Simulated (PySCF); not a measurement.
# CdIn⁺: one state, many levels of theory

State: ¹Σ⁺ (singlet), closed shell. Set-up: PySCF, scalar-relativistic core potentials, basis sets Cd def2-SVP with ECP28, In def2-SVP with ECP28. De refers to Cd + In⁺ in their ground configurations, without counterpoise correction. A positive dipole points towards In; it is taken about the centre of mass and depends on that origin.

```
      Level  Re (Å)  ωe (cm⁻¹)  De (eV)  μ (D)
    RHF-MP2   3.218       80.4    0.484    n/a
RHF-SCS-MP2   3.269       75.5    0.431    n/a
   RHF-CCSD   3.263       75.8    0.425    n/a
RHF-CCSD(T)   3.237       78.7    0.451    n/a
        PBE   3.236       79.3     0.61   2.62
     r²SCAN   3.175       84.9     0.61   2.24
    r²SCANh   3.185       84.4     0.60   2.24
       PBE0   3.233       80.9     0.59   2.44
      B97-3   3.345       71.0    0.480   2.95
  BHandHLYP   3.314       73.6    0.472   2.77
  CAM-B3LYP   3.271       75.7    0.476   2.84
```

Problem. Which functional lies closest to RHF-CCSD(T) in De, which farthest, and by how much do they differ from it?

Solution. Closest is BHandHLYP (+7.7 pm in Re, -6.5 % in ωe, +0.02 eV in De against RHF-CCSD(T) in the same basis), farthest PBE (-0.1 pm in Re, +0.8 % in ωe, +0.16 eV in De). CCSD(T) converges more slowly with the basis than the functionals do and binds too weakly in this one, so the order can change at the basis-set limit.

Problem. What does the step from GGA to meta-GGA do here, going from PBE to r²SCAN?

Solution. r²SCAN less PBE: -6.1 pm in Re, +7.1 % in ωe, +0.00 eV in De. 

Problem. What does the triples do here, going from RHF-CCSD to RHF-CCSD(T)?

Solution. RHF-CCSD(T) less RHF-CCSD: -2.6 pm in Re, +3.8 % in ωe, +0.03 eV in De. Correlation nearly always deepens the well. The bond shortens, as in weak, metallic or heavy-atom bonds, where dispersion and the correlation of outer-core electrons pull the atoms together.

Correlated steps freeze 4 core orbitals. Closed-shell solutions of metal pairs were not tested for spin polarisation, which can lower them a little. Correlated levels converge slowly with the basis: in double zeta they bind strong bonds too weakly, by up to about 1 eV, and carry superposition errors of some tenths. Spin–orbit coupling is left out. For an ion De counts to the pair picked by the measured ionisation energies or electron affinities, which need not be the lowest pair at this level.

The whole job (state search and all levels along the bond) took about 2.9 min on 1 thread of Arm Neoverse V1 (shared host), peak memory 0.73 GiB.
